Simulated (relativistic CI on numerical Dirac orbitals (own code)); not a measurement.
Radial parameters of Hg32+

Calculated at this level of theory: Dirac-Coulomb-Breit CI, separate exchange-only KLI orbitals for each configuration, model QED (radiative potential, 1s self-energy scaled to tabulated hydrogen-like ionisation energies), unscaled Slater integrals (own radial code, finite nucleus).

Slater integrals F^k, G^k are unscaled and averaged over j, outside the closed core [Ar] 3d10; ζ comes from projecting the Hamiltonian with its Breit term on Σ l·s of the shell.

- 4s²4p⁶4d¹⁰4f²: F^2(4f,4f) = 275500, F^4(4f,4f) = 179930, F^6(4f,4f) = 131700, ζ(4f) = 14001 cm⁻¹; <r>(4f) = 0.3823, <r^2>(4f) = 0.167 (bohr units).
- 4s²4p⁶4d⁹4f³: ζ(4d) = 77867, F^2(4f,4f) = 275040, F^4(4f,4f) = 179620, F^6(4f,4f) = 131470, F^2(4d,4f) = 250110, F^4(4d,4f) = 162850, G^1(4d,4f) = 262860, G^3(4d,4f) = 179380, G^5(4d,4f) = 131230, ζ(4f) = 13877 cm⁻¹; <r>(4d) = 0.402, <r^2>(4d) = 0.1849, <r>(4f) = 0.3829, <r^2>(4f) = 0.1675 (bohr units).
- 4s²4p⁶4d¹⁰4f5s: ζ(4f) = 14312, G^3(4f,5s) = 36413 cm⁻¹; <r>(4f) = 0.3793, <r^2>(4f) = 0.1643, <r>(5s) = 0.6883, <r^2>(5s) = 0.5283 (bohr units).

Averages of the first 10 configurations, taken without configuration mixing, which lowers the lowest level and can move excited configurations by several eV; other configurations of the list can lie among them:

```csv
Configuration,Parity,States,Average energy above the lowest level (eV)
4s²4p⁶4d¹⁰4f²,even,91,10.3
4s²4p⁶4d⁹4f³,odd,3640,261.0
4s²4p⁶4d¹⁰4f5s,odd,28,218.8
4s²4p⁶4d¹⁰4f5p,even,84,301.1
4s²4p⁵4d¹⁰4f³,even,2184,521.6
4s²4p⁶4d¹⁰5s²,even,1,439.8
4s²4p⁶4d¹⁰5s5p,odd,12,518.8
4s²4p⁶4d¹⁰4f5d,odd,140,405.6
4s4p⁶4d¹⁰4f³,odd,728,727.8
4s²4p⁶4d¹⁰5p²,even,15,604.2
```
